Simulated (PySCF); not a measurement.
**Si: excitation energy**

Si [Ne] 3s2 3p2 (3P) → Si [Ne] 3s2 3p1 4s1 (3P), as a difference of total energies. All numbers are calculated (PySCF 2.14, no relativity, point nucleus, in aug-cc-pV(T+d)Z with one added diffuse shell each of s, p, d, f type (7s6p5d3f, 71 functions)). Correlated levels: valence: [Ne] frozen. The calculations carry no spin-orbit coupling.

```
           method  excitation energy (cm⁻¹)
              UHF                     37504
    MP2 (valence)                     39467
SCS-MP2 (valence)                     39095
   CCSD (valence)                     39472
CCSD(T) (valence)                     39622
```

The promoted electron is Rydberg-like, and one or two diffuse shells describe it only roughly, which tends to raise the upper state.
